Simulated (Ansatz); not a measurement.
Two members of one family (Series CrX2), computed with Ansatz in the gas phase. HOMO and LUMO are taken over both spins. Binding counts from free atoms in the multiplicity of their measured ground term, without zero-point energy. Singlets are spin-restricted. The structures are stationary points that may keep the symmetry of their start. Remarks come from the PBE and PBE0 runs and from stability tests at other levels; not every state was tested. HOMO above LUMO (over both spins in singlets and doublets, within one spin in higher multiplets; at PBE or PBE0), or a gap under 0.15 eV within one spin, warns that the state may not be the lowest or that an electron is smeared out.

First: CrBr2 (quintet, charge 0, PBE-D4/def2-TZVP geometry).

Cartesian coordinates in Å:
```
Cr 0.000 0.000 0.000
Br 0.977 1.884 0.953
Br -0.977 -1.884 -0.953
```

```json
{"level": "r2SCAN-D4/def2-TZVPD", "HOMO (eV)": "-6.24", "LUMO (eV)": "-5.76", "gap (eV)": "0.48", "binding per atom (eV)": "2.24"}
{"level": "r2SCANh-D4/def2-TZVP", "HOMO (eV)": "-6.94", "LUMO (eV)": "-5.32", "gap (eV)": "1.63", "binding per atom (eV)": "2.19"}
{"level": "PBE0-D4/def2-TZVPD", "HOMO (eV)": "-7.65", "LUMO (eV)": "-4.66", "gap (eV)": "2.99", "binding per atom (eV)": "2.18"}
{"level": "HSE06-D4/def2-TZVP", "HOMO (eV)": "-7.22", "LUMO (eV)": "-5.02", "gap (eV)": "2.20", "binding per atom (eV)": "2.17"}
{"level": "BHLYP-D4/def2-TZVP", "HOMO (eV)": "-8.93", "LUMO (eV)": "-3.20", "gap (eV)": "5.73", "binding per atom (eV)": "2.20"}
```

Metal–donor distances: 2 × Br 2.33 Å. Remarks: near-degenerate levels, gap within one spin near zero, spin-contaminated (⟨S²⟩ up to 6.12), HOMO above LUMO (singlet), restricted SCF unstable in HF (singlet), spin-contaminated (⟨S²⟩ up to 3.01) (triplet).

Second: CrCl2 (quintet, charge 0, PBE-D4/def2-TZVP geometry).

```xyz
3

Cr    0.0000    0.0000    0.0000
Cl   -0.1022    1.8319    1.1646
Cl    0.1022   -1.8319   -1.1646
```

Task: Estimate the same table for the second.

Result: 
```
               level  HOMO (eV)  LUMO (eV)  gap (eV)  binding per atom (eV)
r2SCAN-D4/def2-TZVPD      -6.32      -5.75      0.57                   2.53
r2SCANh-D4/def2-TZVP      -7.07      -5.22      1.85                   2.48
  PBE0-D4/def2-TZVPD      -7.87      -4.51      3.36                   2.48
  HSE06-D4/def2-TZVP      -7.42      -4.87      2.56                   2.48
  BHLYP-D4/def2-TZVP      -9.29      -3.04      6.24                   2.49
```

Metal–donor distances: 2 × Cl 2.17 Å. Remarks: near-degenerate levels, gap within one spin near zero, HOMO above LUMO (singlet), restricted SCF unstable (singlet), spin-contaminated (⟨S²⟩ up to 3.00) (triplet).
